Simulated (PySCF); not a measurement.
A GIAO shielding run with PySCF (density fitting, non-relativistic, gas phase) on SMILES CO[Si@@H](N)[SiH2][SiH2]C#N, C$_{2}$H$_{10}$N$_{2}$OSi$_{3}$:

```
$ OMP_NUM_THREADS=1 python probes_run.py task.json out

{"job": {"kind": "nmr", "xc": "PBE0", "basis": "pcSseg-1"}, "charge": 0, "multiplicity": 1}
C     -1.839240     1.495503    -0.043608
O     -0.831382     0.556152     0.170076
Si    -0.943884    -1.003232     0.608881
N     -1.876032    -1.872345    -0.564210
Si     1.332281    -1.332947     0.731896
Si     2.633968     0.478105     0.074015
C      1.772444     2.080591     0.500213
N      1.229069     3.054940     0.764641
H     -1.361226     2.456667    -0.234199
H     -2.479379     1.580301     0.836493
H     -2.456077     1.211148    -0.898789
H     -1.752336    -1.199371     1.819882
H     -2.057037    -2.852329    -0.422808
H     -1.710685    -1.697560    -1.543416
H      1.772105    -2.483467    -0.089656
H      1.752729    -1.746321     2.084584
H      3.946495     0.657143     0.714797
H      2.859427     0.623339    -1.373765
```

Hardware: 1 thread of an Intel Xeon, shared host. The job also computes population analyses, field gradients.

Problem. How large is the calculation?

Solution. 86 electrons, 207 basis functions and 1138 auxiliary functions.

Problem. How long does it take, and how much memory does it need?

Solution. 2 min of wall time, with 15 SCF cycles and 5 response iterations; peak memory 0.95 GiB. Times on a shared host scatter by some tens of per cent.
